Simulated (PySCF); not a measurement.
C6H6. Atoms are numbered in the order given.

```xyz
12

C     -2.5342     1.3824     0.5543
C     -1.7794     0.5411     0.1258
C     -0.8516    -0.4843    -0.3762
C      0.4180    -0.5694     0.4497
C      1.6224    -0.4345    -0.0498
C      2.8228    -0.2974    -0.5570
H     -3.2067     2.1327     0.9314
H     -1.3664    -1.4608    -0.3624
H     -0.5998    -0.2715    -1.4269
H      0.3032    -0.7508     1.5255
H      3.3794    -1.1618    -0.9357
H      3.3029     0.6858    -0.6122
```
Charge 0, spin multiplicity 1.

Geometry: ωB97X-D3(BJ)/def2-SVP. Other conformers were not sampled.

Calculation: KT2/pcSseg-1 (PySCF).

GIAO shieldings, no solvent; atoms listed in one row are averaged. δ = σ(ref) − σ: ¹³C against TMS (σ = 185.1 ppm); ¹H against TMS (σ = 31.47 ppm), references at their B3LYP-D3(BJ)/def2-TZVP geometries, non-relativistic.

```
nucleus     atoms  count  δ (ppm)
-------  --------  -----  -------
¹³C            C5      1    211.1
¹³C            C4      1     88.6
¹³C            C2      1     78.5
¹³C            C6      1     75.9
¹³C            C1      1     68.0
¹³C            C3      1     27.7
¹H            H10      1     5.53
¹H       H11, H12      2     5.18
¹H             H8      1     3.55
¹H             H9      1     3.20
¹H             H7      1     2.29
```
